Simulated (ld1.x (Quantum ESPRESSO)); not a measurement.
# Building the TM potential for tellurium (Te) (PBE, fully relativistic).

```json
{
 "Element": "tellurium",
 "Generator": "ld1.x (Quantum ESPRESSO) 7.5",
 "Type": "norm-conserving Troullier–Martins (Kleinman–Bylander form)",
 "Functional": "PBE",
 "Relativity": "fully relativistic",
 "Frozen core": "[Kr]",
 "Valence charge": "16",
 "Reference configuration": "4d10 5s2 5p2 (charge +2)",
 "Partial waves": "5s (bound): rc 1.90 bohr; 4d (bound): rc 1.20 bohr; 5p (bound): rc 1.50 bohr",
 "Local potential": "the p channel",
 "Core correction": "a·sin(br)/r model core, default radius (core density twice the valence density)"
}
```

Open shells are filled in proportion to 2j + 1 (rel_dist='average').

All-electron outer shells of the reference configuration (PBE, scalar-relativistic, ld1.x):

```json
{"shell": "4p", "level (eV)": "-133.82", "outermost node (bohr)": "0.38", "outermost maximum (bohr)": "0.74"}
{"shell": "4d", "level (eV)": "-60.99", "outermost node (bohr)": "0.36", "outermost maximum (bohr)": "0.81"}
{"shell": "5s", "level (eV)": "-32.71", "outermost node (bohr)": "0.91", "outermost maximum (bohr)": "1.75"}
{"shell": "5p", "level (eV)": "-22.30", "outermost node (bohr)": "0.99", "outermost maximum (bohr)": "2.04"}
```

Question: Does the generator finish with these settings?

Answer: Yes, a potential is produced.

Question: Estimate the cutoffs (Ry, on a coarse ladder) from which the occupation-weighted sum of valence levels, in a spherical-Bessel basis at the reference potential, stays within 10 and 1 mRy of its value at 400 Ry.

Answer: 120 Ry and 200 Ry.

Question: What does a ghost test show?

Answer: Ghost state, extra bound levels that the all-electron valence spectrum of the same l lacks: s at -287.8 eV. A true bound ghost makes a file unfit for plane-wave use.

Question: Tests: 4d10 5s2 5p4; 4d10 5s2 5p3; 4d10 5s2 5p1; 4d9 5s2 5p4; 4d10 5s2 5p3.5; 4d10 5s2 5p0; 4d10 5s2 5p4.3. Which has the largest error in its energy relative to the reference configuration, and how large is it?

Answer: 4d9 5s2 5p4, with -352 meV (all-electron minus pseudo) on +21.52 eV.
